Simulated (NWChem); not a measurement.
Species: silanone (SiH2O); SMILES O=[SiH2]

Computed with NWChem. Pople sets run with spherical d functions. Coordinates come from a PBE0/def2-SVP optimisation. Solvent water, SMD (1 M gas to 1 M solution), gas-phase geometry. Reactions with the solvent are ignored.

Among these, which level gives the highest value of “solvation free energy (kcal/mol)”?
A. PBE0/STO-3G
B. PBE0/3-21G
C. PBE0/6-311++G**
D. PBE0/6-31G*

A, PBE0/STO-3G. Values: PBE0/6-311++G** -10.0; PBE0/6-31G* -7.8; PBE0/3-21G -6.9; PBE0/STO-3G -2.1
